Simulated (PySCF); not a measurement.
**Exercise with solution: entropy of an ideal gas**

MoF3H3, SMILES [F][MoH3]([F])[F], multiplicity 1.

The structure is a stationary point at B3LYP-D3(BJ)/def2-SVP. The spin state was assumed, not searched. The def2 effective core potentials stand for the cores of Mo; spin–orbit coupling is left out.

B3LYP-D3(BJ)/def2-SVP run with PySCF gives the harmonic wavenumbers 161, 161, 260, 372, 664, 664, 670, 741, 742, 1009, 1010, 1156, 2035, 2035, 2084 cm⁻¹ and the rotational temperatures 0.2252, 0.2252, 0.1266 K. The molar mass is 155.97 g/mol, the symmetry number 3, the spin multiplicity 1.

Work out the entropy at 298.15 K and 1 atm in the rigid-rotor, harmonic-oscillator model.


Translation (Sackur–Tetrode at 1 atm): S = R[1.5 ln M + 2.5 ln T − 1.16487] = 171.7 J/(mol K).
Rotation: q = (√π/σ) T^1.5/√(θA θB θC) = 38000, S = R[ln q + 3/2] = 100.1 J/(mol K).
Vibration: with u = 1.4388 ν/T, each mode gives R[u/(e^u − 1) − ln(1 − e^−u)]:
```
ν (cm⁻¹)  modes     u  S (J/(mol K))
--------  -----  ----  -------------
161           2  0.78          21.24
260           1  1.25           6.95
372           1  1.80           4.48
664           2  3.20           2.94
670           1  3.23           1.44
741           1  3.58           1.09
742           1  3.58           1.09
1009          1  4.87           0.38
1010          1  4.87           0.38
1156          1  5.58           0.21
```
The stiffer modes add less than 0.005 each. Sum 40.2 J/(mol K).
Spin: R ln 1 = 0.0 J/(mol K).
Total 312.1 J/(mol K); the program's own thermochemistry gives 312.1. Translation makes up 55 % and vibration 13 %. Anharmonicity, hindered rotation and orbital degeneracy are left out.
